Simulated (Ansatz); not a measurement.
Ni2O2 (the lowest singlet isomer of a short search), 4 atoms. Hardware: 4 threads of Arm Neoverse V2 on a shared host.

Problem. How many basis functions does each of these Ansatz runs have, and roughly what does it cost? PBE0-D4/def2-SVP, charge 0 singlet, energy, from earlier orbitals; r2SCAN-D4/def2-TZVP, charge 0 triplet, energy, from earlier orbitals; PBE0-D4/def2-SVP, charge 0 quintet, energy with a search over starts; r2SCAN-D4/def2-TZVPD, charge 0 singlet, energy, from earlier orbitals; revPBE-D4/def2-TZVP, charge 0 triplet, energy, from earlier orbitals; PBE-D4/def2-TZVP, charge 1 doublet at the geometry of the charge 0 singlet, energy, from earlier orbitals; PBE0-D4/def2-TZVPD, charge 0 singlet, energy, from earlier orbitals; PBE0-D4/def2-TZVP, charge 0 unrestricted singlet, energy, from earlier orbitals; PBE-D4/def2-SVP, charge 0 triplet, relaxation, 7 steps; PBE0-D4/def2-SVP, charge -1 doublet at the geometry of the charge 0 singlet, energy with a search over starts; PBE0-D4/def2-TZVP, charge 0 quintet, energy, from earlier orbitals; ωB97X-V/def2-TZVP, charge 0 quintet, energy, from earlier orbitals.

Solution. Other jobs shared the machine, so times can vary by a factor of up to 3. A dash marks memory too small to be measured apart from the calling script's.

```csv
run,functions,fitting or Cholesky vectors,wall time,peak host memory (GiB)
"PBE0-D4/def2-SVP, charge 0 singlet, energy, from earlier orbitals",90,919,1.4 s,–
"PBE0-D4/def2-TZVPD, charge 0 singlet, energy, from earlier orbitals",176,1506,3.7 s,–
"PBE-D4/def2-TZVP, charge 1 doublet at the geometry of the charge 0 singlet, energy, from earlier orbitals",152,1196,3.7 s,–
"r2SCAN-D4/def2-TZVPD, charge 0 singlet, energy, from earlier orbitals",176,1292,4.4 s,–
"revPBE-D4/def2-TZVP, charge 0 triplet, energy, from earlier orbitals",152,1196,7.5 s,–
"PBE0-D4/def2-TZVP, charge 0 quintet, energy, from earlier orbitals",152,1280,8 s,–
"PBE0-D4/def2-SVP, charge 0 quintet, energy with a search over starts",90,921,8.5 s,–
"r2SCAN-D4/def2-TZVP, charge 0 triplet, energy, from earlier orbitals",152,1196,22 s,–
"PBE-D4/def2-SVP, charge 0 triplet, relaxation, 7 steps",90,1070,29 s,–
"ωB97X-V/def2-TZVP, charge 0 quintet, energy, from earlier orbitals",152,1326,40 s,1.1
"PBE0-D4/def2-SVP, charge -1 doublet at the geometry of the charge 0 singlet, energy with a search over starts",90,920,48 s,–
"PBE0-D4/def2-TZVP, charge 0 unrestricted singlet, energy, from earlier orbitals",152,1280,77 s,0.68
```
